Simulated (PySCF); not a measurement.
BH5N, charge +1.

```xyz
7

B      0.9218    -0.0087     0.0000
N     -0.6333    -0.0076     0.0000
H      1.4314     0.0060     1.0659
H      1.4314     0.0060    -1.0659
H     -0.9596     0.9693     0.0000
H     -1.0394    -0.4422     0.8337
H     -1.0394    -0.4422    -0.8337
```
Charge +1, spin multiplicity 1.

Coordinates come from a ωB97X-D3(BJ)/def2-TZVP optimisation. The isomer is the one that the SMILES or the coordinates give; other isomers of the formula were not compared.

Method: PBE/pcSseg-2 in PySCF. Non-relativistic, no solvent.

Computed absolute GIAO shielding of each atom: isotropic value and principal components (ppm):
```
atom  σ(iso)    σ11    σ22    σ33   span
----  ------  -----  -----  -----  -----
B1       9.2  -94.2   15.9  106.0  200.2
N2     202.2  163.8  202.8  240.1   76.2
H3      24.3   20.8   25.6   26.4    5.6
H4      24.3   20.8   25.6   26.4    5.6
H5      27.0   20.6   23.8   36.6   16.0
H6      25.7   20.6   21.9   34.6   14.0
H7      25.7   20.6   21.9   34.6   14.0
```
